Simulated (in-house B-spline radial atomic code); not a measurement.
A run on Nb3+ (an excited or competing configuration) that did not converge. Method: scalar-relativistic (X2C) wB97X, spin-polarised, spherical fractional occupations, Fermi nucleus of rms radius 4.324 fm; computed with an all-electron radial atomic-structure program (B-spline basis).

Command:
```bash
python run_scf.py task.json out
```
Settings (nuclear radius in fm, mass in u):
```
Z                41
configuration    [Kr] 4d1 5d1
hamiltonian      x2c
method           wb97x
spin_polarised   True
nucleus          fermi
rms_radius       4.324
atomic_mass      92.90637
speed_of_light   137.035999084
```

First and last ten iterations of the last attempt (damped for 15 steps, keeping 80 % of the old Fock matrix, then DIIS):
```
 iter        energy (Eh)    residual
    1       -3812.130079    4.29e-01
    2       -3815.790885    2.08e-01
    3       -3816.331119    1.35e-01
    4       -3816.588536    8.97e-02
    5       -3816.711353    6.75e-02
    6       -3816.770311    5.09e-02
    7       -3816.798921    3.86e-02
    8       -3816.813027    2.94e-02
    9       -3816.820126    2.25e-02
   10       -3816.823782    1.73e-02
  111       -3816.828056    3.44e-06
  112       -3816.828056    1.02e-06
  113       -3816.828056    1.54e-06
  114       -3816.828056    1.59e-06
  115       -3816.828056    1.91e-06
  116       -3816.828056    1.83e-06
  117       -3816.828056    1.45e-06
  118       -3816.828056    1.25e-06
  119       -3816.828056    3.58e-06
  120       -3816.828056    2.01e-06
 not converged after 120 iterations
```

The smallest residual met was 6.5e-07; the threshold is about 4e-07. Over the last five steps the energy moves by less than 2e-08 hartree, but the orbitals didn't meet the threshold. Cost of the run: 20 s on 1 thread of Arm Neoverse V1, on a shared host.
